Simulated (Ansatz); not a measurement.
NiP2H8⁻, that is trans-NiH2(PH3)2 with one electron more, relaxed as a doublet with UKS PBE-D4/def2-SVPD in Ansatz, starting from the PBE-D4/def2-SVP geometry of the neutral singlet. Force threshold 0.02 eV/Å.

The highest occupied level of the relaxed charge -1 doublet lies above zero (up to 1.14 eV). By energy differences its removal costs 0.24 eV (each at its own geometry, to the charge 0 singlet, at PBE0-D4/def2-TZVPD). No other spin state of charge -1 was run. The name describes the singlet; other states may take another shape.

Start:

```csv
atom,x (Å),y (Å),z (Å)
Ni1,0.011,0.106,-0.132
H2,0.107,1.039,-1.314
P3,1.883,-0.759,-0.480
H4,1.945,-2.184,-0.648
H5,2.861,-0.679,0.568
H6,2.773,-0.429,-1.559
H7,-0.085,-0.837,1.064
P8,-1.880,0.791,0.440
H9,-2.038,1.300,1.772
H10,-2.944,-0.170,0.508
H11,-2.633,1.822,-0.219
```

```tsv
step	energy (eV)	largest force component (eV/Å)	SCF passes
1	-59725.1129	0.784	104
2	-59725.3220	0.388	50
3	-59725.4733	0.333	45
4	-59725.5648	0.322	40
5	-59725.6585	0.239	41
6	-59725.7220	0.135	41
7	-59725.7715	0.127	39
8	-59725.8094	0.256	41
9	-59725.8320	0.241	40
10	-59725.8505	0.191	41
11	-59725.8615	0.022	34
12	-59725.8643	0.035	35
13	-59725.8650	0.027	33
14	-59725.8652	0.016	36
```

Force components are those of the run's own axes.

End:

| atom | x (Å) | y (Å) | z (Å) |
| --- | --- | --- | --- |
| Ni1 | 0.333 | 0.483 | 0.549 |
| H2 | 0.694 | 1.815 | -0.218 |
| P3 | 1.656 | -0.795 | -0.534 |
| H4 | 1.578 | -2.252 | -0.583 |
| H5 | 3.067 | -0.848 | -0.187 |
| H6 | 1.978 | -0.703 | -1.956 |
| H7 | 0.265 | -0.438 | 1.832 |
| P8 | -1.784 | 0.620 | 0.305 |
| H9 | -2.568 | 1.465 | 1.191 |
| H10 | -2.728 | -0.482 | 0.466 |
| H11 | -2.491 | 1.135 | -0.864 |

By distances, no bond broke or formed. The bond that changes most is Ni1–H2, from 1.51 to 1.58 Å (atoms count from 1).

No frequencies were taken in this run, so the end may be a saddle point.

Run time 48 s (2 threads of Intel Xeon 6975P-C on a shared host).
